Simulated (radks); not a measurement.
Spherical quantum dot in the effective-mass picture: electrons in a well V = -V0 / (1 + exp((r - R)/a)) with V0 = 4.7, R = 7.05, a = 0.65, with a point charge +1 (a donor) at the centre, all in effective atomic units (hartree* = m*/eps^2 hartree, bohr* = eps/m* bohr), one dielectric constant everywhere. Method: non-relativistic Kohn-Sham, LDA (Slater exchange, Perdew-Wang correlation), spin-polarised, spherical densities; computed with a radial shooting solver with Libxc functionals. Levels are named by radial order and angular momentum (1s, 1p, 1d, 2s, ...), and open shells are averaged over m. Results are scaled to m* = 0.393 and eps = 15.2, for which hartree* = 46.29 meV and bohr* = 2.047 nm. Each electron was tried in the lowest free levels, single moves between levels near the top were tried too, and the lowest total energy was kept; such a search can miss a lower state. The series stops at N = 22: beyond it a trial failed or the search could not be trusted, so later rows were left out. At N = 1 the Hartree and exchange-correlation terms need not cancel, so that row can carry a self-interaction error.

N	open shells	2S	E (meV)	mu = E(N) - E(N-1) (meV)	addition energy mu(N+1) - mu(N) (meV)	rms radius (nm)
1	1s(up 1, down 0)	1	-239.498	-239.50	22.58	3.581
2	none	0	-456.417	-216.92	22.97	4.697
3	1p(up 1, down 0)	1	-650.369	-193.95	9.088	6.107
4	1p(up 2, down 0)	2	-835.233	-184.86	9.296	6.819
5	1p(up 3, down 0)	3	-1010.80	-175.57	11.43	7.290
6	1p(up 3, down 1)	2	-1174.93	-164.13	8.652	7.656
7	1p(up 3, down 2)	1	-1330.41	-155.48	8.755	7.944
8	none	0	-1477.14	-146.73	12.63	8.181
9	2s(up 1, down 0)	1	-1611.24	-134.10	10.74	8.372
10	1d(up 1, down 0) 2s(up 1, down 0)	2	-1734.59	-123.36	8.334	8.580
11	1d(up 2, down 0) 2s(up 1, down 0)	3	-1849.61	-115.02	8.316	8.758
12	1d(up 3, down 0) 2s(up 1, down 0)	4	-1956.32	-106.71	8.287	8.915
13	1d(up 4, down 0) 2s(up 1, down 0)	5	-2054.74	-98.418	8.253	9.055
14	1d(up 5, down 0) 2s(up 1, down 0)	6	-2144.90	-90.165	10.14	9.182
15	1d(up 5, down 1) 2s(up 1, down 0)	5	-2224.92	-80.022	7.988	9.301
16	1d(up 5, down 2) 2s(up 1, down 0)	4	-2296.96	-72.033	7.988	9.410
17	1d(up 5, down 3) 2s(up 1, down 0)	3	-2361.00	-64.046	7.976	9.511
18	1d(up 5, down 4) 2s(up 1, down 0)	2	-2417.07	-56.070	7.957	9.605
19	2s(up 1, down 0)	1	-2465.19	-48.113	13.42	9.693
20	none	0	-2499.88	-34.697	8.941	9.704
21	1f(up 1, down 0)	1	-2525.64	-25.756	7.700	9.794
22	2s(up 1, down 0) 1f(up 3, down 0)	4	-2543.69	-18.056	-	9.953

All shells are closed at N = 2, 8, 20 (there: 1s2 1p6 1d10 2s2); the second difference of the energy has clear peaks (12 % above both neighbours; the first and last values, which can be the largest, are not judged, and half-filled shells can peak too) at N = 5, 8, 14, 19.
